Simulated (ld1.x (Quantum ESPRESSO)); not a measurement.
Results of a calculation; reference values are marked as such.
**Hardness and transferability of assorted potentials**

Generated with ld1.x 7.5 (TM, RRKJ, ultrasoft, PAW), atompaw 4.2 or ONCVPSP 4.0.1. The cutoff is in Ry: for ld1.x and atompaw files where the sum of valence levels is converged to 10 mRy in a Bessel basis, for ONCV files where the hardest occupied wave has 1 mHa per electron of residual kinetic energy. The error is the largest all-electron minus pseudo excitation energy over each file’s own four to seven test configurations (ionisations up to +4, promotions, holes and added fractions of an electron), all of which were solved. The labels leave out finer settings (local radius, basis sizes, second energies), which also bear on the numbers. Spin-polarised tests are not counted. The rows are a selection from randomly drawn settings: files with unsolved tests, undetermined cutoffs or missed reference levels are left out.

A true bound ghost makes a file unfit for plane-wave use even where its test errors are small: the radial tests pick states by their node count and pass the ghost by.

```csv
element,potential,cutoff (Ry),largest error (meV),bound ghosts
C,"TM semilocal, PBE, scalar-relativistic, rc 1.10/1.70 (sp), local s, core correction yes, reference 2s2 2p0.5",40,+162,none
Mn,"PAW, BP86, scalar-relativistic, rc 1.35/1.95/1.10 (spd), local smoothed, core correction yes, reference 3s2 3p6 3d5 4s1.5 4p0.5",90,-3.6,none
Br,"TM semilocal, revPBE, scalar-relativistic, rc 1.40/1.75/1.70 (spd), local s, core correction no, reference 4s2 4p4.5",45,-134,none
Te,"TM, PBE, scalar-relativistic, rc 1.55/1.80/1.05 (spd), local s, core correction yes, reference 4d10 5s2 5p3",120,+4.2,none
Cs,"TM, PBE, scalar-relativistic, rc 4.20/3.90/4.20 (spd), local s, core correction yes, reference 5d0 6s1 6p0",6,-7.3,p
Ta,"PAW, LDA (PZ), scalar-relativistic, rc 3.00/1.85/1.80 (spd), local smoothed, core correction yes, reference 5p6 5d3 6s2 6p0",30,-133,none
```

(1) Fill in the row for Kr: ultrasoft, LDA (PZ), scalar-relativistic, rc 1.40/1.26/1.45 (spd), local smoothed, core correction no, reference 4s2 4p5.75.

Answers

(1) cutoff 35 Ry, largest error -27 meV, bound ghosts: none.
